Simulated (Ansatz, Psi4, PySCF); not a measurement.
nitrogen trifluoride (F$_{3}$N), singlet, at a GFN2-xTB geometry, atoms displaced at random by about 0.08 Å a coordinate. Base run: HF/6-31G, gradient (PySCF).

Input for PySCF:
```python
from pyscf import gto, scf

mol = gto.Mole()
mol.atom = '''
    F     1.07813154   -0.19995670   -0.02261617
    N    -0.01351672   -0.03941523    0.58190780
    F    -0.40660669    1.14416451   -0.12678489
    F    -0.79055728   -0.90412377   -0.26111192
'''
mol.basis = '6-31g'
mol.verbose = 4
mol.build()

mf = scf.RHF(mol)
mf.kernel()
g = mf.nuc_grad_method()
grad = g.kernel()
```

Programs used: Ansatz (a program for electronic structure), Psi4, PySCF; a row that names a program was run with it.

The coordinate followed is x of atom 2.

Variants of this job, named by their change:

```
change                                                  dE/dx (Eh/bohr)  net force (Eh/bohr)
------------------------------------------------------  ---------------  -------------------
base                                                           0.111067             0.000000
code = ansatz                                                  0.111068             0.000000
density fitting = on                                           0.111071             0.000000
conv_tol = 1e-11                                               0.111068             0.000000
finite difference step (bohr) = 1e-3; conv_tol = 1e-11         0.111068                    -
conv_tol = 1e-4                                                0.110918             0.000000
finite difference step (bohr) = 1e-4; conv_tol = 1e-11         0.111068                    -
finite difference step (bohr) = 0.05; conv_tol = 1e-11         0.111495                    -
density fitting = on; auxbasis_response = off                  0.111485             0.002833
finite difference step (bohr) = 1e-5; conv_tol = 1e-11         0.111068                    -
finite difference step (bohr) = 0.2; conv_tol = 1e-11          0.117926                    -
code = psi4                                                    0.111046             0.000000
```

The net force is zero for an exact gradient.
